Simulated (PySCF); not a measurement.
C5H4N, SMILES [c]1ccncc1, multiplicity 2. Geometry: PBE-D3(BJ)/def2-SVP. The isomer is the one that the SMILES or the coordinates give; other isomers of the formula were not compared.

Computed equilibrium geometry at PBE-D3(BJ)/def2-SVP (PySCF confirms it by a frequency run) as Cartesian coordinates in Å, and its point group:
point group C2v.
```xyz
10

C      0.0000     0.0000    -1.4044
C      0.0000    -1.2172    -0.7508
C      0.0000    -1.1483     0.6660
N      0.0000     0.0000     1.3513
C      0.0000     1.1483     0.6660
C      0.0000     1.2172    -0.7508
H      0.0000    -2.1928    -1.2618
H      0.0000    -2.0848     1.2543
H      0.0000     2.0848     1.2543
H      0.0000     2.1928    -1.2618
```
Charge 0, spin multiplicity 2.
